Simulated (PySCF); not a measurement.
Compound: C9H5FO2.
SMILES with atom numbers: `[O:1]=[C:2]([F:3])[c:4]1[cH:5][c:6]2[cH:7][cH:8][cH:9][cH:10][c:11]2[o:12]1` (hydrogens: H13 on C5; H14 on C7; H15 on C8; H16 on C9; H17 on C10)

The same species was optimised twice, with GFN2-xTB and with PBE0-D3(BJ)/def2-SVP (PySCF), and the same property calculations (PySCF, gas phase) were run on both structures.

```
     coordinate  GFN2-xTB  PBE0-D3(BJ)/def2-SVP  change
      C2–F3 (Å)     1.374                 1.342  -0.032
      C5–C6 (Å)     1.418                 1.431  +0.013
      C2–C4 (Å)     1.448                 1.459  +0.011
      C7–C8 (Å)     1.375                 1.386  +0.011
     C9–C10 (Å)     1.379                 1.389  +0.010
      C8–C9 (Å)     1.400                 1.410  +0.010
      C6–C7 (Å)     1.398                 1.405  +0.007
      C4–C5 (Å)     1.373                 1.367  -0.006
     C6–C11 (Å)     1.415                 1.410  -0.005
     C4–O12 (Å)     1.361                 1.357  -0.004
    C10–C11 (Å)     1.389                 1.391  +0.002
    C11–O12 (Å)     1.346                 1.348  +0.002
      O1=C2 (Å)     1.183                 1.184  +0.001
   O1–C2–C4 (°)     130.7                 128.1    -2.6
   O1–C2–F3 (°)     119.5                 121.9    +2.4
  C2–C4–O12 (°)     118.4                 116.8    -1.6
 C6–C11–C10 (°)     122.0                 123.4    +1.4
C10–C11–O12 (°)     127.5                 126.1    -1.4
   C2–C4–C5 (°)     129.8                 131.0    +1.2
 C9–C10–C11 (°)     117.0                 116.2    -0.8
   C5–C6–C7 (°)     135.0                 135.6    +0.6
O1–C2–C4–C5 (°)       180                  -179      +1
```

Rotational constants: A = 2955, B = 561.5, C = 471.9 MHz (GFN2-xTB) against A = 2942, B = 562.1, C = 472.0 MHz (PBE0-D3(BJ)/def2-SVP). Point groups within 0.08 Å: Cs and Cs.

On the GFN2-xTB structure: HOMO (eV) -7.33 [PBE0/pcSseg-1]; LUMO (eV) -2.33 [PBE0/pcSseg-1]; dipole (D) 4.82 [PBE0/pcSseg-1]; GIAO shielding of O1 (ppm) -98.0 [PBE0/pcSseg-1]; GIAO shielding of C2 (ppm) 30.0 [PBE0/pcSseg-1]; GIAO shielding of F3 (ppm) 147.9 [PBE0/pcSseg-1]; GIAO shielding of C4 (ppm) 40.0 [PBE0/pcSseg-1]; GIAO shielding of C5 (ppm) 57.7 [PBE0/pcSseg-1]; GIAO shielding of C6 (ppm) 53.9 [PBE0/pcSseg-1]; GIAO shielding of C7 (ppm) 57.4 [PBE0/pcSseg-1]; GIAO shielding of C8 (ppm) 57.4 [PBE0/pcSseg-1].

Problem. What do these properties become on the PBE0-D3(BJ)/def2-SVP structure?

Solution. 
```
                                    property          level  on GFN2-xTB  on PBE0-D3(BJ)/def2-SVP  change
                                   HOMO (eV)  PBE0/pcSseg-1        -7.33                    -7.28   +0.05
                                   LUMO (eV)  PBE0/pcSseg-1        -2.33                    -2.24   +0.09
                                  dipole (D)  PBE0/pcSseg-1         4.82                     4.50   -0.32
energy, GFN2-xTB geometry as zero (kcal/mol)  PBE0/pcSseg-1          0.0                     -0.7    -0.7
                  GIAO shielding of O1 (ppm)  PBE0/pcSseg-1        -98.0                    -96.7    +1.3
                  GIAO shielding of C2 (ppm)  PBE0/pcSseg-1         30.0                     29.9    -0.1
                  GIAO shielding of F3 (ppm)  PBE0/pcSseg-1        147.9                    161.9   +14.0
                  GIAO shielding of C4 (ppm)  PBE0/pcSseg-1         40.0                     39.2    -0.8
                  GIAO shielding of C5 (ppm)  PBE0/pcSseg-1         57.7                     60.5    +2.8
                  GIAO shielding of C6 (ppm)  PBE0/pcSseg-1         53.9                     53.7    -0.2
                  GIAO shielding of C7 (ppm)  PBE0/pcSseg-1         57.4                     55.1    -2.3
                  GIAO shielding of C8 (ppm)  PBE0/pcSseg-1         57.4                     54.7    -2.7
```

The heavy atoms differ by 0.036 Å rms after alignment. Among bonds between heavy atoms C2–F3 changes most (-0.032 Å). Changes are differences of the printed values. Neither structure is proved a minimum here.

Conformer computed: `[O:1]=[C:2]([F:3])[c:4]1[cH:5][c:6]2[cH:7][cH:8][cH:9][cH:10][c:11]2[o:12]1`: O1–C2–C4–C5 -179°.
